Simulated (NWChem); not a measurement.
System: C3H3BF2; SMILES C1C=C(B1F)F

The following NWChem deck was run.

```
start job
memory heap 200 mb stack 900 mb global 1100 mb
geometry units angstroms noautoz
  F     -1.099805     1.737190     0.005753
  B     -0.191701     0.787481    -0.008572
  C      1.408202     0.763592    -0.007779
  C      1.168231    -0.745215     0.012862
  C     -0.183354    -0.760840    -0.004969
  F     -1.016773    -1.782274    -0.002706
  H      1.921814     1.138764    -0.908656
  H      1.921252     1.166490     0.881467
  H      1.895689    -1.565535     0.037955
end
basis spherical
  F library def2-svp
  B library def2-svp
  C library def2-svp
  H library def2-svp
end
dft
  xc hfexch
  iterations 150
  mulliken
end
task dft energy
```

NWChem printed, in part:

```
             Northwest Computational Chemistry Package (NWChem) 7.3.0
             --------------------------------------------------------

 C1  symmetry detected

                             Geometry "geometry" -> ""
                             -------------------------

 Output coordinates in angstroms (scale by  1.889725989 to convert to a.u.)

  No.       Tag          Charge          X              Y              Z
 ---- ---------------- ---------- -------------- -------------- --------------
    1 F                    9.0000    -1.16413438     1.70034312     0.00617823
    2 B                    5.0000    -0.22226030     0.78411968    -0.00841959
    3 C                    6.0000     1.37745938     0.81814548    -0.00809720
    4 C                    6.0000     1.19225412    -0.69835744     0.01260517
    5 C                    6.0000    -0.15788527    -0.76288502    -0.00482848
    6 F                    9.0000    -0.95379280    -1.81381066    -0.00232663
    7 H                    1.0000     1.87689283     1.21165481    -0.90912291
    8 H                    1.0000     1.87585426     1.23935046     0.88100035
    9 H                    1.0000     1.94892964    -1.49181389     0.03747925

 Effective nuclear repulsion energy (a.u.)     201.8087658191

  xc_inp: hfexch multiplicative factor not found.

                                 NWChem DFT Module
                                 -----------------

 Summary of "ao basis" -> "ao basis" (spherical)
 ------------------------------------------------------------------------------
       Tag                 Description            Shells   Functions and Types
 ---------------- ------------------------------  ------  ---------------------
 F                          def2-svp                 6       14   3s2p1d
 B                          def2-svp                 6       14   3s2p1d
 C                          def2-svp                 6       14   3s2p1d
 H                          def2-svp                 3        5   2s1p

            General Information
            -------------------
          SCF calculation type: DFT
          Wavefunction type:  closed shell.
          No. of atoms     :     9
          No. of electrons :    44
           Alpha electrons :    22
            Beta electrons :    22
          Charge           :     0
          Spin multiplicity:     1
          Use of symmetry is: off; symmetry adaption is: off
          Maximum number of iterations: 150
          AO basis - number of functions:    99
                     number of shells:    45
          Convergence on energy requested:  1.00D-06
          Convergence on density requested:  1.00D-05
          Convergence on gradient requested:  5.00D-04

              XC Information
              --------------
                     Hartree-Fock (Exact) Exchange  1.000

      Superposition of Atomic Density Guess
      -------------------------------------

 Sum of atomic energies:        -337.46128602

      Non-variational initial energy
      ------------------------------

 Total energy =    -340.469408
 1-e energy   =    -863.803558
 2-e energy   =     321.525384
 HOMO         =      -0.293409
 LUMO         =      -0.021418

     ---------------------------------------------
      Total Density - Mulliken Population Analysis
     ---------------------------------------------

    Atom       Charge   Shell Charges
 -----------   ------   -------------------------------------------------------
    1 F    9     9.33   1.99  1.15  0.71  3.50  1.97  0.00
    2 B    5     4.51   1.99  0.88  0.19  1.12  0.18  0.15
    3 C    6     6.34   1.99  0.97  0.21  2.07  1.07  0.03
    4 C    6     6.19   1.99  0.98  0.39  1.91  0.88  0.04
    5 C    6     5.62   1.99  0.96  0.22  1.72  0.65  0.08
    6 F    9     9.35   1.99  1.14  0.76  3.42  2.03  0.01
    7 H    1     0.88   0.67  0.19  0.03
    8 H    1     0.88   0.67  0.19  0.03
    9 H    1     0.90   0.66  0.22  0.02

   convergence    iter        energy       DeltaE   RMS-Dens  Diis-err
 ---------------- ----- ----------------- --------- --------- ---------
 d= 0,ls=0.0,diis     1   -338.5726839984 -5.40D+02  6.43D-03  5.67D-01
 d= 0,ls=0.0,diis     2   -338.6393437110 -6.67D-02  2.37D-03  1.27D-01
 d= 0,ls=0.0,diis     3   -338.6513456468 -1.20D-02  1.08D-03  9.72D-03
 d= 0,ls=0.0,diis     4   -338.6528769674 -1.53D-03  2.69D-04  2.43D-04
 d= 0,ls=0.0,diis     5   -338.6529380023 -6.10D-05  7.46D-05  2.29D-05
  Resetting Diis
 d= 0,ls=0.0,diis     6   -338.6529437462 -5.74D-06  2.64D-05  2.77D-06
 d= 0,ls=0.0,diis     7   -338.6529446091 -8.63D-07  7.86D-06  3.64D-07

         Total DFT energy =     -338.652944609116
      One electron energy =     -866.893744128421
           Coulomb energy =      367.106085188553
    Exchange-Corr. energy =      -40.674051488376
 Nuclear repulsion energy =      201.808765819129

 Numeric. integr. density =        0.000000000000

                       DFT Final Molecular Orbital Analysis
                       ------------------------------------

 Vector   20  Occ=2.000000D+00  E=-5.065446D-01
              MO Center=  4.6D-01, -4.0D-01,  7.5D-04, r^2= 2.5D+00
   Bfn.  Coefficient  Atom+Function         Bfn.  Coefficient  Atom+Function
  ----- ------------  ---------------      ----- ------------  ---------------
    16      0.259981  2 B  s                 95      0.252642  9 H  s
    47     -0.237510  4 C  py                61      0.229949  5 C  py
    60     -0.217173  5 C  px                46      0.214474  4 C  px
    19      0.204264  2 B  py                33      0.199545  3 C  py
    75      0.181905  6 F  py                59      0.175651  5 C  s

 Vector   21  Occ=2.000000D+00  E=-4.671425D-01
              MO Center=  5.2D-01,  5.4D-01, -5.6D-03, r^2= 2.3D+00
   Bfn.  Coefficient  Atom+Function         Bfn.  Coefficient  Atom+Function
  ----- ------------  ---------------      ----- ------------  ---------------
    32      0.365220  3 C  px                18      0.295852  2 B  px
    35      0.251881  3 C  px                59      0.210714  5 C  s
    19      0.198037  2 B  py                61      0.191425  5 C  py
    31     -0.175179  3 C  s                  4     -0.169954  1 F  px
    47      0.145078  4 C  py                75      0.141977  6 F  py

 Vector   22  Occ=2.000000D+00  E=-3.820316D-01
              MO Center=  5.5D-01, -4.8D-01, -2.0D-03, r^2= 2.3D+00
   Bfn.  Coefficient  Atom+Function         Bfn.  Coefficient  Atom+Function
  ----- ------------  ---------------      ----- ------------  ---------------
    62      0.363297  5 C  pz                48      0.346235  4 C  pz
    51      0.284101  4 C  pz                65      0.253417  5 C  pz
    76      0.207059  6 F  pz                79     -0.192145  6 F  pz
    85      0.155409  7 H  s                 90     -0.153519  8 H  s
    34     -0.137131  3 C  pz                86      0.116301  7 H  s

 Vector   23  Occ=0.000000D+00  E= 9.333125D-02
              MO Center=  2.8D-01,  4.2D-02, -1.2D-02, r^2= 3.1D+00
   Bfn.  Coefficient  Atom+Function         Bfn.  Coefficient  Atom+Function
  ----- ------------  ---------------      ----- ------------  ---------------
    51      0.590456  4 C  pz                23     -0.514130  2 B  pz
    20      0.350882  2 B  pz                48      0.330947  4 C  pz
    65     -0.269504  5 C  pz                 9      0.192431  1 F  pz
    62     -0.172507  5 C  pz                 6     -0.161514  1 F  pz
    79      0.091699  6 F  pz                91      0.083860  8 H  s

 Vector   24  Occ=0.000000D+00  E= 1.740882D-01
              MO Center=  6.1D-01,  9.4D-01, -1.1D-02, r^2= 5.6D+00
   Bfn.  Coefficient  Atom+Function         Bfn.  Coefficient  Atom+Function
  ----- ------------  ---------------      ----- ------------  ---------------
    31      3.107030  3 C  s                 17     -2.808193  2 B  s
    59      1.459206  5 C  s                 45     -0.958875  4 C  s
    86     -0.849045  7 H  s                 91     -0.833855  8 H  s
    64      0.719940  5 C  py                21     -0.679070  2 B  px
    22      0.549390  2 B  py                50     -0.445590  4 C  py

 Vector   25  Occ=0.000000D+00  E= 2.008263D-01
              MO Center=  1.7D+00, -7.0D-01,  1.7D-02, r^2= 6.2D+00
   Bfn.  Coefficient  Atom+Function         Bfn.  Coefficient  Atom+Function
  ----- ------------  ---------------      ----- ------------  ---------------
    96      1.866262  9 H  s                 31     -1.489117  3 C  s
    45     -0.921286  4 C  s                 86      0.820922  7 H  s
    91      0.801457  8 H  s                 50      0.791720  4 C  py
    49     -0.623100  4 C  px                17     -0.618691  2 B  s
    22      0.216549  2 B  py                21      0.208646  2 B  px

     ---------------------------------------------
      Total Density - Mulliken Population Analysis
     ---------------------------------------------

    Atom       Charge   Shell Charges
 -----------   ------   -------------------------------------------------------
    1 F    9     9.21   1.99  1.13  0.74  3.36  1.99  0.01
    2 B    5     4.57   1.99  0.78  0.07  1.40  0.15  0.19
    3 C    6     6.19   1.99  0.85  0.28  2.05  0.98  0.04
    4 C    6     6.14   1.99  0.90  0.38  1.96  0.86  0.05
    5 C    6     5.79   1.99  0.88  0.22  1.93  0.66  0.09
    6 F    9     9.31   1.99  1.12  0.80  3.34  2.04  0.01
    7 H    1     0.93   0.74  0.16  0.03
    8 H    1     0.93   0.74  0.16  0.03
    9 H    1     0.93   0.74  0.16  0.03

     -------------------------------------------
      Total Density - Lowdin Population Analysis
     -------------------------------------------

    Atom       Charge   Shell Charges
 -----------   ------   -------------------------------------------------------
    1 F    9     9.00   1.98  0.98  0.70  3.21  2.13  0.01
    2 B    5     4.96   1.96  0.50  0.21  1.30  0.55  0.44
    3 C    6     6.09   1.97  0.56  0.31  1.87  1.29  0.08
    4 C    6     5.96   1.97  0.61  0.31  1.80  1.17  0.10
    5 C    6     5.96   1.97  0.60  0.29  1.79  1.12  0.20
    6 F    9     9.11   1.98  1.01  0.73  3.23  2.16  0.01
    7 H    1     0.97   0.64  0.26  0.07
    8 H    1     0.97   0.64  0.26  0.07
    9 H    1     0.97   0.64  0.27  0.07

     Multipole analysis of the density
     ---------------------------------

     L   x y z        total         alpha         beta         nuclear
     -   - - -        -----         -----         ----         -------
     0   0 0 0     -0.000000    -22.000000    -22.000000     44.000000

     1   1 0 0      0.873213      0.436607      0.436607      0.000000
     1   0 1 0      0.079270      0.039635      0.039635     -0.000000
     1   0 0 1     -0.001793     -0.000897     -0.000897      0.000000

     2   2 0 0    -24.875441   -104.453332   -104.453332    184.031224
     2   1 1 0     -0.577981     -2.188876     -2.188876      3.799770
     2   1 0 1      0.040838     -0.000594     -0.000594      0.042027
     2   0 2 0    -27.617588   -146.594997   -146.594997    265.572406
     2   0 1 1     -0.047767      0.041350      0.041350     -0.130467
     2   0 0 2    -23.850333    -14.793274    -14.793274      5.736215
```

Level: Hartree-Fock/def2-SVP. All runs use the structure optimised with PBE0/def2-SVP.
